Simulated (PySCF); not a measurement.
## Ca+ (calcium, charge +1): PBE calculation

Configuration: [Ar] 4p1, 2P determinant (an excited configuration). Calculation: PySCF 2.14, in dyall-av3z (25s18p5d4f, 132 functions); scalar relativity by spin-free X2C-1e.

```json
{
 "Total energy": "-679.921 hartree",
 "One-electron energy": "-924.928 hartree",
 "Hartree (Coulomb) energy": "280.902 hartree",
 "Exchange-correlation energy": "-35.896 hartree",
 "⟨S²⟩": "0.7500",
 "⟨L²⟩": "2.014",
 "Sum of ⟨r⟩": "17.04 bohr",
 "Sum of ⟨r²⟩": "36.33 bohr²",
 "Traceless quadrupole moment −½Σ⟨3z² − r²⟩ along its main axis": "-8.92 e·bohr²",
 "Langevin diamagnetic susceptibility": "-28.8 ×10⁻⁶ cm³/mol"
}
```

| shell | electrons | mean orbital energy (eV) | spread (eV) | rms radius, mean of both spins (bohr) |
| --- | --- | --- | --- | --- |
| 1s α | 1 | -3955.2 | 0 | 0.0889 |
| 1s β | 1 | -3955.2 | 0 | 0.0889 |
| 2s α | 1 | -422.37 | 0 | 0.396 |
| 2s β | 1 | -422.36 | 0 | 0.396 |
| 2p α | 3 | -342.77 | 0.043 | 0.365 |
| 2p β | 3 | -342.75 | 0.087 | 0.365 |
| 3s α | 1 | -55.172 | 0 | 1.24 |
| 3s β | 1 | -55.100 | 0 | 1.24 |
| 3p α | 3 | -36.042 | 0.173 | 1.37 |
| 3p β | 3 | -35.965 | 0.295 | 1.37 |
| 4p α | 1 | -7.025 | 0 | 4.57 |

Densities and radii are taken from the X2C orbitals without a picture-change correction, which distorts them close to the nucleus.
